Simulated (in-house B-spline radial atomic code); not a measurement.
Results of a calculation; reference values are marked as such.
## Rb in an electron gas of r_s = 3.6: phase shifts, screening and friction

A nucleus sits in a uniform electron gas with a rigid positive background. The Kohn-Sham equations are solved self-consistently in the spin-unpolarised LDA (PW92), non-relativistic, on B-splines with outgoing waves at the boundary and partial waves to l = 8. The model has no lattice, no bands and no magnetic solution. Atomic units; δ_l are the phase shifts at the Fermi level, counted so that each bound state adds π, and good to about 0.0005.

The density parameter is r_s = 3.6 bohr.

```json
{"l": "0", "δ_l (rad)": "12.2732"}
{"l": "1", "δ_l (rad)": "9.3925"}
{"l": "2", "δ_l (rad)": "3.5505"}
{"l": "3", "δ_l (rad)": "-0.0077"}
{"l": "4", "δ_l (rad)": "-0.0033"}
{"l": "5", "δ_l (rad)": "0.0000"}
{"l": "6", "δ_l (rad)": "-0.0001"}
{"l": "7", "δ_l (rad)": "0.0000"}
{"l": "8", "δ_l (rad)": "0.0000"}
```

Bound levels below the band bottom (hartree): s -10.31, p -7.959, d -3.709, s -0.9366, p -0.3965 and deeper ones.

Task: Check the Friedel sum rule, and say where the screening charge sits.

Result: k_F = (9π/4)^(1/3)/r_s = 0.53310. The rule is Z = (2/π) Σ (2l + 1) δ_l. The terms are s 7.813, p 17.938, d 11.302, f -0.034 and -0.020 beyond, in all 36.999 against Z = 37. Bound states hold 8 s, 18 p, 10 d electrons, so the scattering states carry 1.00 in all; where a term is smaller than its bound count, the bound level has drawn weight out of the band.

Task: Find the transport cross section and the electronic stopping of a 10 keV Rb ion (mass 85.47 u).

Result: σ_tr = (4π/k_F²) Σ (l + 1) sin²(δ_l − δ_(l+1)). The terms for l = 0 to 3 are 0.0665, 0.3647, 0.4912, 0.0001, all together 0.9226, so σ_tr = 44.217 × 0.9226 = 40.795 bohr². With n = 3/(4π r_s³) = 0.005117, the friction coefficient is Q = n k_F σ_tr = 0.1113. For v well below v_F = 0.533, dE/dx = Q v; with 24801 eV per u at v = 1, v = √(10000/(24801 × 85.47)) = 0.0687, so dE/dx = 0.00764 hartree/bohr = 3.93 eV/nm. The largest term couples the d and f waves.
